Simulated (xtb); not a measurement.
C2H5Se2, charge +2, doublet, at a GFN2-xTB geometry of the parent state (a state made from the parent by changing its charge; the spin is typed, not shown lowest); GFN2-xTB in xtb.

The xtb input:
```
$ xtb mol.xyz --gfn 2 --chrg 2 --uhf 1 --json

# file mol.xyz
9

C      2.30853165    -0.06124668     0.28812267
Se     0.87768123    -0.00698904    -0.81675342
Se    -0.88278469     0.33984896     0.72117647
C     -2.06110649    -1.09588853     0.08010713
H      3.25877874     0.25226894    -0.09955231
H      2.26244548    -0.59176538     1.22136528
H     -3.00106600    -1.00031106     0.61630580
H     -2.22583607    -0.97469071    -0.98715619
H     -1.60535522    -2.05992744     0.28927526
```

It wrote (shortened):

```
   ID    Z sym.   atoms
    1    6 C      1, 4
    2   34 Se     2, 3
    3    1 H      5-9

           -------------------------------------------------
          |                Calculation Setup                |
           -------------------------------------------------

           -------------------------------------------------
          |                 G F N 2 - x T B                 |
           -------------------------------------------------

          ...................................................
          :                      SETUP                      :
          :.................................................:
          :  # basis functions                  33          :
          :  # atomic orbitals                  31          :
          :  # shells                           15          :
          :  # electrons                        23          :
          :  max. iterations                   250          :
          :  Hamiltonian                  GFN2-xTB          :
          :  restarted?                      false          :
          :  GBSA solvation                  false          :
          :  PC potential                    false          :
          :  electronic temp.          300.0000000     K    :
          :  accuracy                    1.0000000          :
          :  -> integral cutoff          0.2500000E+02      :
          :  -> integral neglect         0.1000000E-07      :
          :  -> SCF convergence          0.1000000E-05 Eh   :
          :  -> wf. convergence          0.1000000E-03 e    :
          :  Broyden damping             0.4000000          :
          :  net charge                          2          :
          :  unpaired electrons                  1          :
          ...................................................

 iter      E             dE          RMSdq      gap      omega  full diag
   1    -11.9643623 -0.119644E+02  0.771E+00    1.03       0.0  T
   2    -11.9062288  0.581335E-01  0.691E+00    2.41       1.0  T
   3    -12.1096867 -0.203458E+00  0.377E+00    0.98       1.0  T
   4    -12.1227776 -0.130909E-01  0.213E+00    1.43       1.0  T
   5    -12.1291970 -0.641939E-02  0.762E-01    1.36       1.0  T
   6    -12.1299881 -0.791064E-03  0.429E-01    1.26       1.0  T
   7    -12.1305775 -0.589467E-03  0.139E-01    1.27       1.0  T
   8    -12.1305939 -0.163303E-04  0.255E-02    1.26       1.3  T
   9    -12.1305940 -0.148906E-06  0.179E-02    1.26       1.9  T
  10    -12.1305947 -0.675009E-06  0.721E-03    1.26       4.6  T
  11    -12.1305948 -0.167951E-06  0.123E-03    1.26      27.1  T
  12    -12.1305948 -0.440126E-09  0.606E-04    1.26      55.0  T
  13    -12.1305948 -0.652195E-09  0.220E-04    1.26     151.5  T

   *** convergence criteria satisfied after 13 iterations ***

         :::::::::::::::::::::::::::::::::::::::::::::::::::::
         ::                     SUMMARY                     ::
         :::::::::::::::::::::::::::::::::::::::::::::::::::::
         :: total energy             -12.021152835643 Eh    ::
         :: gradient norm              0.059239040219 Eh/a0 ::
         :: HOMO-LUMO gap              1.258044544728 eV    ::
         ::.................................................::
         :: SCC energy               -12.130595376118 Eh    ::
         :: -> isotropic ES            0.373668483275 Eh    ::
         :: -> anisotropic ES         -0.018862434927 Eh    ::
         :: -> anisotropic XC          0.011018069770 Eh    ::
         :: -> dispersion             -0.004928731733 Eh    ::
         :: repulsion energy           0.109442540475 Eh    ::
         :: add. restraining           0.000000000000 Eh    ::
         :: total charge               2.000000000000 e     ::
         :::::::::::::::::::::::::::::::::::::::::::::::::::::

           -------------------------------------------------
          |                Property Printout                |
[...]
         9        2.0000           -0.8427771             -22.9331
        10        2.0000           -0.8241359             -22.4259
        11        2.0000           -0.8065929             -21.9485
        12        1.0000           -0.7769100             -21.1408 (HOMO)
        13                         -0.7306777             -19.8828 (LUMO)
        14                         -0.6413707             -17.4526
        15                         -0.5640932             -15.3498
        16                         -0.5309185             -14.4470
        17                         -0.3413595              -9.2889
        18                         -0.2944547              -8.0125
        19                         -0.2817441              -7.6666
        20                         -0.2726116              -7.4181
        21                         -0.2639129              -7.1814
        22                         -0.1963021              -5.3417
        23                         -0.1746710              -4.7530
       ...                                ...                  ...
        31                          0.5816218              15.8267
      -------------------------------------------------------------
                  HL-Gap            0.0462323 Eh            1.2580 eV
             Fermi-level           -0.7727727 Eh          -21.0282 eV

     #   Z          covCN         q      C6AA      α(0)
     1   6 C        2.831    -0.076    29.884     8.958
     2  34 Se       1.941     0.622   216.023    25.611
     3  34 Se       1.928     0.629   215.803    25.598
     4   6 C        3.741    -0.181    24.112     7.006
     5   1 H        0.927     0.228     0.966     1.537
     6   1 H        0.926     0.210     1.049     1.601
     7   1 H        0.925     0.191     1.143     1.672
     8   1 H        0.925     0.188     1.159     1.683
     9   1 H        0.925     0.188     1.164     1.687

 Mol. C6AA /au·bohr⁶  :       2016.296560
 Mol. C8AA /au·bohr⁸  :     103266.729942
 Mol. α(0) /au        :         75.352466

Wiberg/Mayer (AO) data.
largest (>0.10) Wiberg bond orders for each atom

 ---------------------------------------------------------------------------
     #   Z sym  total        # sym  WBO       # sym  WBO       # sym  WBO
 ---------------------------------------------------------------------------
     1   6 C    3.823 --     2 Se   1.809     6 H    0.926     5 H    0.922
                             3 Se   0.134
     2  34 Se   3.106 --     1 C    1.809     3 Se   1.208
     3  34 Se   2.604 --     2 Se   1.208     4 C    1.121     1 C    0.134
     4   6 C    3.906 --     3 Se   1.121     7 H    0.934     9 H    0.898
                             8 H    0.896
     5   1 H    0.947 --     1 C    0.922
     6   1 H    0.956 --     1 C    0.926
     7   1 H    0.962 --     4 C    0.934
     8   1 H    0.963 --     4 C    0.896
     9   1 H    0.964 --     4 C    0.898
 ---------------------------------------------------------------------------

Topologies differ in total number of bonds
Writing topology from bond orders to xtbtopo.mol

molecular dipole:
                 x           y           z       tot (Debye)
 q only:        0.211      -0.787       0.245
   full:        0.271      -0.742       0.192       2.066
molecular quadrupole (traceless):
                xx          xy          yy          xz          yz          zz
 q only:       18.653       4.933      -9.894      -2.074      -0.167      -8.760
  q+dip:       19.070       4.602     -10.273      -1.886      -0.838      -8.797
   full:       18.716       4.325      -9.475      -2.249      -0.674      -9.241

           -------------------------------------------------
          | TOTAL ENERGY              -12.021152835643 Eh   |
          | GRADIENT NORM               0.059239040219 Eh/α |
          | HOMO-LUMO GAP               1.258044544728 eV   |
           -------------------------------------------------

normal termination of xtb
```
